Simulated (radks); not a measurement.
Neutral beryllium inside a hard spherical wall (all orbitals vanish at R), configuration held at [He] 2s2 and not refilled when levels cross. All-electron calculation, scalar-relativistic Kohn-Sham, PBEsol, spin-polarised, spherical densities, finite nucleus; Fermi nuclear charge, rms radius 2.519 fm. Program: a radial shooting solver on a logarithmic mesh with Libxc functionals. Eigenvalues in eV for spin up, with the zero of energy where the potential of the charges vanishes at infinity; a dash marks a level that is unbound or too diffuse for the functional's potential to be trusted. A positive occupied level is held by the wall or, in an anion where self-interaction has pushed it up, behind a barrier. The pressure on the wall is -dE/dV.

R (bohr)  E (hartree)  kinetic (hartree)    e(1s)   e(2s)  e(2p, empty)  e(3s, empty)  pressure (GPa)
free        -14.53518             14.455  -105.45  -5.543        -1.968             -               0
10          -14.53504             14.457  -105.43  -5.530        -1.930         1.466         0.00416
7           -14.52969             14.495  -105.02  -5.258        -1.491         5.384           0.312
6           -14.51726             14.562  -104.37  -4.805        -0.874         9.036            1.37
5           -14.47696             14.737  -102.91  -3.664         0.534        16.146            6.44
4           -14.34274             15.193  -99.795  -0.657         3.841        31.416            34.3
3.5         -14.17759             15.669  -97.116   2.563         7.052        45.821            86.4
2.5         -13.15575             18.123  -87.043  20.060        21.957        112.25             759
2           -11.51871             21.533  -77.059  46.050        40.793        196.46            2960
1.5          -6.97645             29.878  -58.540  114.55        84.347        391.43           16000
